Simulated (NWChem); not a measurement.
Molecule: VOCl3; SMILES [O]=[V]([Cl])([Cl])[Cl]

Computed with NWChem. All runs use the structure optimised with PBE0/def2-SVP.

Problem. Estimate the computed values for Hartree-Fock/STO-3G. Quantities: highest occupied level (eV); orbital gap (eV); dipole (D).

Solution. 
```json
{
 "highest occupied level (eV)": "-11.46",
 "orbital gap (eV)": "14.30",
 "dipole (D)": "0.96"
}
```
